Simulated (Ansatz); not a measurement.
Energy needed to pull apart COSeSi, singlet, into free ground-state atoms, from the structure below (displaced at random from a GFN2-xTB minimum); no zero-point or spin–orbit terms; open-shell atoms are treated unrestricted, in their ground-state multiplicity.

```xyz
4
angstrom
C -0.8046 0.9398 -0.5977
Se 0.4910 0.8981 0.7694
O 0.5555 -0.9995 0.6471
Si -0.2756 -0.9124 -0.9311
```

Computed with Ansatz 0.2.0 (basis: def2-TZVPP); correlated methods freeze the cores. Filled d shells of the heavier atoms are correlated. The def2 sets are not built for correlating such inner shells, so the correlated values are less sure here.

| method | atomization energy (eV) |
| --- | --- |
| PBE-D4 | 14.07 |
| r2SCAN-D4 | 12.95 |
| B97M-V | ? |
| PBE0-D4 | 12.82 |
| HSE06-D4 | 12.85 |
| wB97M-V | 12.84 |
| HF | 5.72 |
| MP2 | 12.88 |
| CCSD | ? |
| CCSD(T) | 12.29 |

Q: What does B97M-V give? (Judge from chemistry; the value comes from the calculation.)

A: By the calculation: 13.03 eV, which is about 0.74 eV more than CCSD(T)/def2-TZVPP.

Q: What does CCSD give? (An estimate is asked for; the value comes from the calculation.)

A: The calculation gives: 11.49 eV, which is about 0.80 eV less than CCSD(T)/def2-TZVPP.

In triple zeta the MP2 and coupled-cluster atomization energies are still short of their basis limit by a few kcal/mol a bond, whereas those of the functionals are nearly converged, so these differences are not deviations from converged CCSD(T).

No T1 diagnostic of these runs exceeds 0.032. The T1 diagnostic is large here, which may signal multireference character or strong orbital relaxation, so CCSD(T) is less sure. The restricted Hartree–Fock reference is unstable towards an unrestricted one here.

For scale, one of the runs: CCSD(T)/def2-TZVPP forces, 152 basis functions (an equivalent command: `ansatz run in.yaml --threads 4`). Hardware: 4 CPU threads, shared host. Wall time 110 s; peak host memory 1.8 GiB.
